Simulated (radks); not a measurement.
Question: The cobalt ion Co10+ is in [Ne] 3s2 3p(1/2: 2, 3/2: 3). Method: Dirac Kohn-Sham, relativistic LDA (MacDonald-Vosko exchange, VWN5 correlation), spin-unpolarised, spherical densities, finite nucleus; Fermi nuclear charge, rms radius of each element as measured or else 0.836 A^(1/3) + 0.57 fm; computed with a radial shooting solver on a logarithmic mesh with Libxc functionals. Sub-shells are occupied by j as written (lower j first in brackets). One electron is removed from 3p3/2, 3p1/2, 3s1/2, 2p3/2 in turn, with full relaxation. Which removal costs least, and what does each cost?

Answer: 3p3/2 306.72 eV; 3p1/2 309.42 eV; 3s1/2 345.67 eV; 2p3/2 1074.9 eV. The 3p3/2 electron leaves first.
